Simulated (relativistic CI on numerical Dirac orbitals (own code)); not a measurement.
# Tc4+: resonant inelastic scattering at the M2,3 edge

Computed with this model: Dirac-Coulomb-Breit CI, orbitals from a KLI potential per configuration, a model potential for QED, valence Slater integrals scaled by 0.9, Kramers-Heisenberg scattering through one core-hole configuration in a parametric crystal field; configurations [Kr] 4d3 → [Ne] 3s2 3p5 3d10 4s2 4p6 4d4; 300 K; core-hole width 3 eV; summed over polarisations. Incident energies are the highest absorption maxima for each field (at most a few, so the weaker spin-orbit partner edge can be absent), on the computed scale of the free ion. Intensities are in per cent of the strongest line above 0.02 eV; levels within 1 cm⁻¹ are merged; final levels count from the ground level, the first row holds all elastic scattering, lines under 0.4 are left out and each table stops after 24 rows. The scale of the Slater integrals is a model choice and moves the terms in proportion.

Field parameters in Wybourne normalisation: Oh B⁴₀ = 21Dq, B⁴₄ = √(5/14) B⁴₀. The field is a parameter set, without covalency.

S is read from ⟨S²⟩ = S(S + 1).

Oh, 10Dq = 7250 cm⁻¹:

```tsv
Final level (eV)	Degeneracy	Irrep	S	435.4 eV	455.6 eV
0.000	4	Γ8	1.50	5079.2	539.6
0.873	2	Γ7	1.50	44.0	16.0
0.880	4	Γ8	1.48	96.7	49.5
0.929	4	Γ8	1.49	100.0	46.0
0.960	2	Γ6	1.49	30.3	18.3
1.450	2	Γ7	1.49	11.5	15.9
1.487	4	Γ8	1.47	24.1	23.1
1.570	4	Γ8	1.42	80.2	12.1
1.646	2	Γ6	1.46	73.7	3.3
1.921	4	Γ8	0.56	33.2	25.1
2.040	4	Γ8	0.66	63.0	39.1
2.047	2	Γ6	0.54	43.4	30.9
2.574	4	Γ8	0.74	80.5	45.4
2.588	2	Γ7	0.54	27.4	12.2
2.590	2	Γ6	1.03	54.4	3.9
2.652	4	Γ8	1.22	85.3	15.2
2.692	2	Γ6	1.02	24.1	2.1
2.788	4	Γ8	1.40	21.4	24.0
2.796	2	Γ7	1.38	18.4	24.5
2.878	4	Γ8	0.64	20.1	12.4
2.898	2	Γ6	0.65	8.7	3.0
2.919	2	Γ7	0.69	22.1	16.6
3.084	4	Γ8	0.66	10.3	8.7
3.242	4	Γ8	0.55	2.5	2.7
```

Oh, 10Dq = 16350 cm⁻¹:

```tsv
Final level (eV)	Degeneracy	Irrep	S	435.3 eV	455.1 eV
0.000	4	Γ8	1.50	2350.1	305.8
1.841	4	Γ8	0.97	10.7	42.6
1.985	2	Γ7	1.50	42.3	11.3
1.990	4	Γ8	0.93	14.8	30.3
1.992	2	Γ6	1.10	6.0	26.1
2.038	4	Γ8	1.23	100.0	26.0
2.174	2	Γ6	1.07	52.4	4.8
2.181	4	Γ8	1.17	98.6	7.3
2.832	2	Γ7	1.12	15.1	31.6
2.865	4	Γ8	0.96	28.6	40.8
3.024	2	Γ6	1.46	55.1	2.0
3.041	4	Γ8	1.41	48.0	10.0
3.060	4	Γ8	1.28	61.4	5.9
3.119	2	Γ7	1.04	25.3	2.1
3.708	2	Γ6	0.58	3.9	0.4
3.973	2	Γ7	0.51	4.3	3.8
3.986	4	Γ8	0.52	8.7	5.3
3.988	2	Γ6	0.52	1.4	1.1
4.078	4	Γ8	0.60	2.7	1.3
4.300	4	Γ8	0.61	1.1	1.1
4.586	4	Γ8	1.16	6.4	6.4
4.605	2	Γ6	1.16	5.5	2.4
4.651	2	Γ7	1.49	1.7	3.7
4.684	4	Γ8	1.42	2.6	5.1
```

Oh, 10Dq = 25500 cm⁻¹:

```csv
Final level (eV),Degeneracy,Irrep,S,435.5 eV,455.2 eV
0.000,4,Γ8,1.50,1827.5,291.1
1.978,4,Γ8,0.52,7.0,22.5
2.057,4,Γ8,0.51,22.1,19.3
2.101,2,Γ6,0.51,17.1,18.8
3.039,4,Γ8,0.93,100.0,52.1
3.072,2,Γ7,1.17,45.2,20.2
3.183,2,Γ7,1.01,32.3,16.4
3.205,4,Γ8,1.37,87.7,15.9
3.215,2,Γ6,1.49,49.8,10.4
3.217,4,Γ8,1.35,80.6,15.3
4.224,2,Γ6,1.47,53.9,2.4
4.251,4,Γ8,1.49,42.0,19.0
4.252,2,Γ7,1.48,16.7,10.4
4.255,4,Γ8,1.49,56.1,12.9
4.833,2,Γ6,0.56,1.8,0.3
5.129,2,Γ6,0.51,1.2,1.1
5.129,2,Γ7,0.51,1.9,1.9
5.138,4,Γ8,0.51,5.5,4.2
5.227,4,Γ8,0.51,1.6,1.1
5.445,4,Γ8,0.51,0.5,0.3
5.926,2,Γ6,0.51,3.5,3.1
5.942,4,Γ8,0.53,6.1,6.0
6.540,2,Γ7,0.69,1.5,2.5
6.618,4,Γ8,0.68,1.8,2.8
```

For the first field the strongest loss at the lowest incident energy is the level at 0.93 eV (S = 1.49, against 1.50 in the thermal ground state). Levels of other spin, the first over 8 % at 1.92 eV, appear because spin-orbit coupling of the core hole, and in heavier ions of the valence shell too, mixes spins.
